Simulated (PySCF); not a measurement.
Isomers of C8H16NP, one conformer each; single-point electronic energies without zero-point terms and without any empirical dispersion term.

Computed with PySCF at PBE0/pcSseg-1, non-relativistic, each on one gas-phase PBE0-D3(BJ)/def2-SVP geometry that isn't relaxed in the solvent. The solvent is an IEF-PCM continuum (van der Waals radii × 1.2). Specific hydrogen bonds and non-electrostatic terms are outside this model.

```tsv
isomer	relative energy, gas (kcal/mol)	dipole (D)
`C1C[P@]2(=NC)CCC[C@@H]2C1`	0.0	3.43
`C=CP(NC(C)(C)C)C=C`	21.8	1.20
`C=CP(C1CC1)N(C)CC`	35.0	0.74
```

Q: How do the relative energies look in chloroform (ε = 4.711)?

A: 
| isomer | relative energy, solvent (kcal/mol) | E(solvent) − E(gas) (kcal/mol) | dipole in solvent (D) |
| --- | --- | --- | --- |
| `C1C[P@]2(=NC)CCC[C@@H]2C1` | 0.0 | -5.2 | 4.41 |
| `C=CP(NC(C)(C)C)C=C` | 24.0 | -3.0 | 1.59 |
| `C=CP(C1CC1)N(C)CC` | 37.5 | -2.8 | 0.91 |

The order is unchanged. Conformers: `[CH3:1][N:2]=[P@:3]12[CH2:4][CH2:5][CH2:6][C@H:7]1[CH2:8][CH2:9][CH2:10]2` with N2–P3–C4–C5 -110°, P3–C4–C5–C6 -43°, C4–C5–C6–C7 48°, C5–C6–C7–C8 -143°; `[CH2:1]=[CH:2][P:3]([CH:4]=[CH2:5])[NH:6][C:7]([CH3:8])([CH3:9])[CH3:10]` with C1–C2–P3–C4 114°, C2–P3–C4–C5 128°, C2–P3–N6–C7 131°; `[CH2:1]=[CH:2][P:3]([CH:4]1[CH2:5][CH2:6]1)[N:7]([CH3:8])[CH2:9][CH3:10]` with C1–C2–P3–C4 -121°, C2–P3–C4–C5 156°, C2–P3–N7–C8 161°, P3–N7–C9–C10 155°. `C1C[P@]2(=NC)CCC[C@@H]2C1` gains most from the continuum, and it has the largest gas-phase dipole. The gains span 2.4 kcal/mol, the gas-phase energies 35.0 kcal/mol.
